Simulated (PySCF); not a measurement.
## Bond length, frequency and bond energy of KZn by level of theory

State: ²Σ⁺ (doublet), unpaired electrons σ ↑. Set-up: PySCF, no relativity, basis sets K pcseg-1, Zn pcseg-1. De refers to K + Zn in their ground configurations, without counterpoise correction. The functionals are run spin-unrestricted. A positive dipole means K(−)Zn(+). Levels whose curve was spin-contaminated or gave no clean fit are not listed.

| Level | Re (Å) | ωe (cm⁻¹) | De (eV) | μ (D) |
| --- | --- | --- | --- | --- |
| UHF-MP2 | 4.123 | 27.7 | 0.020 | n/a |
| UHF-SCS-MP2 | 4.416 | 14.5 | 0.008 | n/a |
| PBE | 3.771 | 56.3 | 0.094 | -0.31 |
| revPBE | 3.931 | 45.5 | 0.052 | -0.17 |
| r²SCAN | 3.740 | 58.8 | 0.093 | -0.50 |
| PBE0 | 3.879 | 47.3 | 0.062 | -0.18 |

The bond length runs from 3.740 Å (r²SCAN) to 4.416 Å (UHF-SCS-MP2). De spans 0.01 eV (UHF-SCS-MP2, perturbation theory) to 0.09 eV (PBE, GGA).

Correlated steps freeze 10 core orbitals. The bond is weak. Basis-set superposition, not corrected here, can be much of De in a small basis, most of all at correlated wavefunction levels. Functionals without a dispersion term scatter widely for such bonds, and LDA overbinds them. The state is the lowest determinant that a PBE0 search found; another state may lie lower at other levels.
